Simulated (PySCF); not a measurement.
## Hf²⁺: ionisation energy

Hf²⁺ [Xe] 4f14 5d2 (3F) → Hf³⁺ [Xe] 4f14 5d1 (2D), as a difference of total energies. All numbers are calculated (PySCF 2.14, scalar relativity by spin-free X2C-1e, in x2c-TZVPPall with one added diffuse shell each of s, p, d, f type (12s8p8d4f1g, 113 functions)). The calculations carry no spin-orbit coupling.

```
method  ionisation energy (eV)
   UHF                  21.455
  MN15                  22.352
 HSE06                  22.428
```

The reference lies between the lowest fine-structure levels, while these numbers refer to the centres of the terms.

For comparison: 22.55 ± 0.04 eV (theoretical estimate listed by NIST; NIST Atomic Spectra Database, ionization energies).
